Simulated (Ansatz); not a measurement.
Reaction (ligand exchange at the In–O bond): `[NH2][In]([OH])[Br]` + NH₃ → `[NH2][In]([NH2])[Br]` + H₂O

Computed with Ansatz on PBE0-D4/def2-TZVP structures; ΔE is electronic, products minus reactants. CCSD(T)/CBS adds triple-zeta CCSD(T) − MP2 to the extrapolated MP2 energy (def2 sets, frozen cores). This one scheme is used for every species. DFT in def2-TZVPP. def2 core potentials past Kr. For Br, In outer-core shells are correlated without core-valence functions, which leaves a few kJ/mol of doubt a bond. Scalar relativity is left out up to krypton. Each species was taken in one conformer, which may not be the lowest.

```csv
level,ΔE (kcal/mol)
LDA (SPW92),4.1
CAM-B3LYP-D4,5.3
CCSD(T)/def2-SVP,5.9
SCS-MP2/def2-QZVPP,4.5
```

Q: What does CCSD(T)/CBS give? (Estimate.)

A: The calculation gave: +4.1 kcal/mol. The listed levels differ from it by 0.0, 1.2, 1.8, 0.4 kcal/mol.

Largest T1 diagnostic among the species: 0.013.

From PBE to PBE0 (25 % exact exchange), in def2-TZVPP and without D4, ΔE moves by −0.9 kcal/mol. In def2-TZVPP, CCSD(T) changes the Hartree–Fock value by −1.2 kcal/mol (the triples alone add +0.1 kcal/mol) and MP2 by −1.6 kcal/mol.
